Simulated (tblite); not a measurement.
Record of a relaxation.

Compound: C5H13BO2.
Atom-mapped SMILES: `[CH3:1][O:2][B:3]([O:4][CH3:5])[CH:6]([CH3:7])[CH3:8]` (hydrogens: H9, H10, H11 on C1; H12, H13, H14 on C5; H15 on C6; H16, H17, H18 on C7; H19, H20, H21 on C8)

Computed with GFN2-xTB (tblite), gas phase: L-BFGS steps from a force-field or distance-geometry start until the largest atomic force falls under 0.01 eV/Å. 3 of its 98 geometries are shown.

Step 0: E = -726.8470 eV, largest atomic force 3.489 eV/Å
```
atom  x, y, z in Å  |  force x, y, z in eV/Å
C1      1.794   -2.054   -0.256    0.196   0.574  -0.275
O2      0.735   -1.315   -0.849    0.191   1.657   1.214
B3      0.579   -0.016   -0.184    1.630   0.200  -2.775
O4      1.532    1.012   -0.557   -1.881  -2.645   1.281
C5      1.188    2.283   -0.167    0.585   2.172  -0.391
C6     -0.842    0.250    0.462    0.522  -0.581   0.725
C7     -1.768    0.635   -0.680   -0.482   0.359  -0.066
C8     -1.361   -1.071    0.999   -0.900  -1.309   0.853
H9      2.734   -1.871   -0.819   -0.399  -0.406   0.152
H10     1.487   -3.114   -0.247    0.365   0.449   0.071
H11     1.928   -1.619    0.742    0.281  -0.773   0.120
H12     1.455    2.953   -1.028   -0.118  -0.302   0.599
H13     1.751    2.663    0.720   -0.139  -0.502  -0.442
H14     0.127    2.436    0.031    0.034  -0.105  -0.013
H15    -0.832    0.994    1.282   -0.152  -0.198  -0.476
H16    -1.153    1.065   -1.462   -0.541   0.418  -0.275
H17    -2.524    1.310   -0.252    0.159  -0.054  -0.723
H18    -2.268   -0.265   -1.079    0.340   0.655   0.007
H19    -1.549   -1.049    2.093    0.366  -0.157  -0.590
H20    -2.339   -1.301    0.526    0.545  -0.024   0.518
H21    -0.683   -1.909    0.724   -0.603   0.572   0.486
```

Step 48: E = -728.4042 eV, largest atomic force 0.110 eV/Å
```
atom  x, y, z in Å  |  force x, y, z in eV/Å
C1      2.135   -1.871   -0.345    0.002   0.016  -0.040
O2      0.816   -1.489   -0.021    0.005   0.057   0.003
B3      0.475   -0.181    0.072   -0.021   0.037  -0.019
O4      1.456    0.723   -0.192    0.028  -0.014   0.015
C5      1.365    2.122   -0.193    0.001  -0.010  -0.016
C6     -1.052    0.183    0.448   -0.109   0.000   0.015
C7     -1.848    0.594   -0.801   -0.021  -0.021  -0.034
C8     -1.777   -0.971    1.151   -0.038  -0.053   0.016
H9      2.542   -1.222   -1.120    0.050   0.025  -0.021
H10     2.116   -2.899   -0.706   -0.064  -0.040   0.059
H11     2.768   -1.799    0.542    0.025  -0.036  -0.005
H12     1.763    2.487   -1.145   -0.011   0.012   0.014
H13     1.981    2.518    0.620   -0.026  -0.008  -0.005
H14     0.340    2.477   -0.075    0.000  -0.015   0.034
H15    -1.063    1.045    1.125   -0.005   0.041   0.047
H16    -1.380    1.433   -1.313    0.009  -0.021  -0.022
H17    -2.863    0.887   -0.526    0.065  -0.020  -0.013
H18    -1.911   -0.239   -1.497    0.015  -0.002   0.001
H19    -1.502   -1.021    2.203    0.048  -0.009  -0.067
H20    -2.858   -0.842    1.087    0.076   0.021   0.043
H21    -1.513   -1.917    0.686   -0.030   0.041  -0.005
```

Step 97: E = -728.4417 eV, largest atomic force 0.009 eV/Å
```
atom  x, y, z in Å  |  force x, y, z in eV/Å
C1      2.109   -1.893   -0.349    0.000   0.002  -0.005
O2      0.806   -1.456   -0.035    0.006   0.001  -0.001
B3      0.483   -0.147    0.069   -0.002  -0.001   0.001
O4      1.472    0.759   -0.155    0.004  -0.003   0.000
C5      1.348    2.155   -0.125    0.004   0.000   0.001
C6     -1.053    0.208    0.416   -0.004  -0.002   0.004
C7     -1.830    0.530   -0.869   -0.001  -0.004  -0.001
C8     -1.750   -0.933    1.161   -0.004  -0.004   0.003
H9      2.541   -1.294   -1.153   -0.004  -0.001   0.003
H10     2.040   -2.936   -0.657   -0.001   0.001   0.003
H11     2.755   -1.813    0.529   -0.002  -0.001  -0.004
H12     1.665    2.554   -1.091    0.000   0.002  -0.001
H13     2.007    2.548    0.654    0.005   0.006  -0.001
H14     0.325    2.477    0.076    0.004   0.006   0.005
H15    -1.098    1.094    1.061   -0.002   0.002   0.001
H16    -1.376    1.361   -1.405   -0.003  -0.001  -0.003
H17    -2.862    0.793   -0.637    0.000   0.001   0.001
H18    -1.836   -0.336   -1.525    0.000  -0.005  -0.002
H19    -1.246   -1.136    2.103   -0.001   0.001  -0.001
H20    -2.788   -0.679    1.369    0.001  -0.001  -0.005
H21    -1.722   -1.839    0.562   -0.001   0.003   0.001
```

**Question.** Summarise the path.

**Answer.** The energy falls by 153.87 kJ/mol from step 0 to step 97; nine tenths of that is first reached at step 34. It falls at every step. The largest force goes from 3.489 to 0.009 eV/Å. Among the bonds O2–B3 changes most, from 1.468 to 1.352 Å; the atoms move by 0.588 Å rms after alignment.

**Question.** Follow the three bonds and two angles with the largest change from start to end.

**Answer.** 
```csv
step,E above end (kJ/mol),largest force (eV/Å),O2–B3 (Å),B3–O4 (Å),B3–C6 (Å),C1–O2–B3 (°),B3–O4–C5 (°)
0,153.87,3.489,1.468,1.450,1.583,110.5,114.7
4,87.56,0.512,1.368,1.346,1.601,118.3,121.9
8,73.39,0.496,1.376,1.347,1.608,120.3,122.8
13,60.29,0.399,1.355,1.351,1.617,130.0,127.0
17,51.77,0.425,1.362,1.360,1.632,131.2,127.5
21,40.51,0.540,1.350,1.360,1.625,133.8,128.2
25,27.83,0.413,1.353,1.365,1.628,130.6,124.2
30,21.38,0.275,1.349,1.361,1.621,128.8,124.5
34,15.38,0.361,1.349,1.360,1.631,125.8,123.3
38,7.58,0.329,1.351,1.357,1.622,123.6,127.2
42,4.56,0.108,1.355,1.359,1.621,121.7,127.1
46,3.91,0.097,1.356,1.360,1.620,120.8,128.1
51,3.03,0.122,1.353,1.359,1.610,121.2,128.0
55,1.82,0.123,1.351,1.359,1.610,121.5,128.5
59,0.78,0.077,1.351,1.360,1.613,122.6,126.8
63,0.57,0.040,1.352,1.359,1.616,122.9,126.8
67,0.45,0.045,1.352,1.361,1.615,122.5,126.7
72,0.29,0.040,1.352,1.360,1.616,123.0,126.7
76,0.19,0.037,1.352,1.360,1.615,122.9,126.8
80,0.12,0.031,1.352,1.360,1.615,122.9,126.8
84,0.08,0.017,1.352,1.360,1.615,122.8,126.7
89,0.04,0.021,1.352,1.360,1.616,122.7,126.5
93,0.01,0.015,1.352,1.360,1.615,122.5,126.5
97,0.00,0.009,1.352,1.360,1.615,122.5,126.5
```

What follows is the cost of the whole relaxation. On one thread of an Arm Neoverse V1, shared host with 64 logical CPUs at a one-minute load of 50, this took 0.67 s.
